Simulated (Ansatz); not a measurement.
Gas-phase electronic energies from Ansatz, PBE0-D4/def2-TZVP geometries. CBS: MP2 limit from def2 TZ/QZ plus the TZ coupled-cluster correction, frozen cores. Functionals use def2-TZVPP. Each species was taken in one conformer, which may not be the lowest.

`BCO[SiH3]` + `BNCC` → `BN(B)CC` + `CO[SiH3]`  (ligand exchange at a B–C bond)

```csv
level,ΔE (kcal/mol)
BHLYP-D4,-24.1
r2SCANh,-22.5
BHLYP,-23.3
MP2/CBS(def2),-25.2
```

(1) What does CCSD(T)/CBS give? (Best estimate.)

Largest T1 diagnostic among the species: 0.012.

Results:

(1) Ansatz gave: -24.1 kcal/mol. The listed levels differ from it by 0.0, 1.6, 0.8, -1.1 kcal/mol.

Leaving LDA and LC-ωPBE aside and taking each functional with its dispersion term where it has one, the values, not all of them listed here, spread over 2.6 kcal/mol, from BHLYP-D4 to PBE-D4. From BLYP to BHLYP (50 % exact exchange), in def2-TZVPP and without D4, ΔE moves by −2.0 kcal/mol.
